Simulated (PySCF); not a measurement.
CaCl, SMILES [Cl][Ca+], charge +1.

Geometry optimised at PBE0-D3(BJ)/def2-TZVPD. The multiplicity is an assumed one; other spin states were not compared.

Level of theory: TDDFT-M06-2X/def2-TZVPD (PySCF).

Vertical excitations; the highest root listed may be one member of a degenerate set. The molecule is in vacuum. State labels are in the subgroup C2v.

Estimate the UV-visible absorptions. (Estimate from the structure and the level; the computed values follow.)


| state | symmetry | energy (eV) | λ (nm) | f | main pairs |
|---|---|---|---|---|---|
| S1 | B1 | 4.63 | 268 | 0.013 | HOMO−1→LUMO (degenerate set) |
| S2 | B2 | 4.63 | 268 | 0.013 | HOMO→LUMO (degenerate set) |
| S3 | A1 | 5.24 | 237 | 0.023 | HOMO−2→LUMO 91 % |
| S4 | B1 | 6.27 | 198 | 0.000 | HOMO→LUMO+4, HOMO−1→LUMO+5 (degenerate set) |
| S5 | B2 | 6.27 | 198 | 0.000 | HOMO−1→LUMO+4, HOMO→LUMO+5 (degenerate set) |
| S6 | B1 | 6.32 | 196 | 0.009 | HOMO−1→LUMO+5, HOMO→LUMO+4 (degenerate set) |
| S7 | B2 | 6.32 | 196 | 0.009 | HOMO→LUMO+5, HOMO−1→LUMO+4 (degenerate set) |
| S8 | A2 | 6.32 | 196 | 0.000 | HOMO−1→LUMO+2 34 %, HOMO→LUMO+1 34 %, HOMO−1→LUMO+7 16 %, HOMO→LUMO+6 16 % |
| S9 | A1 | 6.41 | 194 | 0.000 | HOMO→LUMO+2, HOMO−1→LUMO+1, HOMO→LUMO+7, HOMO−1→LUMO+6 (degenerate set) |
| S10 | A2 | 6.41 | 194 | 0.000 | HOMO→LUMO+1, HOMO−1→LUMO+2, HOMO→LUMO+6, HOMO−1→LUMO+7 (degenerate set) |
| T1 | B1 | 4.65 | 266 | 0 | HOMO−1→LUMO (degenerate set) |
| T2 | B2 | 4.65 | 266 | 0 | HOMO→LUMO (degenerate set) |
| T3 | A1 | 5.15 | 241 | 0 | HOMO−2→LUMO 92 % |
| T4 | A1 | 6.14 | 202 | 0 | HOMO−1→LUMO+1 25 %, HOMO→LUMO+2 25 %, HOMO−1→LUMO+6 24 %, HOMO→LUMO+7 24 % |
Triplets are in the Tamm–Dancoff approximation, which puts them higher than full response would, so one can lie above its singlet here.
